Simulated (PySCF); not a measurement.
CH8ClFSi3, SMILES C[Si@H](Cl)[Si@@H](F)[SiH3].

Geometry: B3LYP-D3(BJ)/def2-SVP. The structure was generated by enumeration; whether it is a known compound was not checked. Other conformers were not sampled.

All values below come from B3LYP-D3(BJ)/def2-SVP (PySCF).

Frequencies are harmonic and unscaled.

| mode | ν (cm⁻¹) | IR (km/mol) | moving atoms (share of kinetic energy) |
|---|---|---|---|
| 1 | 27 | 1.4 | Si 24 %, F 24 %, Cl 19 %, C 18 %, H 15 % |
| 2 | 61 | 2.6 | Cl 38 %, Si 35 %, H 13 %, F 10 % |
| 3 | 81 | 2.8 | C 36 %, H 27 %, Si 25 %, F 10 % |
| 4 | 117 | 0.5 | H 89 % |
| 5 | 156 | 3.9 | H 53 %, F 30 %, Si 16 % |
| 6 | 157 | 4.8 | Si 28 %, H 27 %, Cl 19 %, F 15 %, C 11 % |
| 7 | 167 | 2.8 | H 47 %, F 24 %, Si 15 % |
| 8 | 206 | 3.1 | Si 29 %, Cl 24 %, F 19 %, H 15 %, C 12 % |
| 9 | 238 | 9.9 | Si 58 %, H 22 %, F 9 %, C 9 % |
| 10 | 377 | 2.4 | Si 76 %, H 18 % |
| 11 | 457 | 8.7 | Si 61 %, H 32 % |
| 12 | 492 | 5.3 | H 70 %, Si 19 %, Cl 9 % |
| 13 | 506 | 20.7 | Si 38 %, H 38 %, Cl 23 % |
| 14 | 529 | 38.8 | H 45 %, Si 43 %, Cl 9 % |
| 15 | 652 | 5.4 | H 83 %, C 11 % |
| 16 | 699 | 19.2 | H 61 %, C 20 %, Si 18 % |
| 17 | 724 | 236.7 | H 84 %, Si 13 % |
| 18 | 736 | 41.8 | H 55 %, Si 23 %, C 22 % |
| 19 | 800 | 55.2 | H 82 %, F 12 % |
| 20 | 821 | 121.5 | H 63 %, Si 14 %, C 12 %, F 11 % |
| 21 | 857 | 146.8 | H 42 %, Si 30 %, F 27 % |
| 22 | 885 | 155.7 | H 77 %, Si 12 % |
| 23 | 905 | 40.8 | H 71 %, Si 14 %, C 8 % |
| 24 | 939 | 43.0 | H 97 % |
| 25 | 945 | 54.1 | H 96 % |
| 26 | 1269 | 17.4 | H 79 %, C 21 % |
| 27 | 1425 | 4.8 | H 96 % |
| 28 | 1432 | 3.6 | H 96 % |
| 29 | 2204 | 67.1 | H 97 % |
| 30 | 2211 | 58.9 | H 98 % |
| 31 | 2220 | 126.3 | H 96 % |
| 32 | 2223 | 119.4 | H 96 % |
| 33 | 2231 | 80.9 | H 96 % |
| 34 | 3031 | 1.1 | H 97 % |
| 35 | 3125 | 1.3 | H 91 %, C 9 % |
| 36 | 3135 | 1.0 | H 91 %, C 9 % |
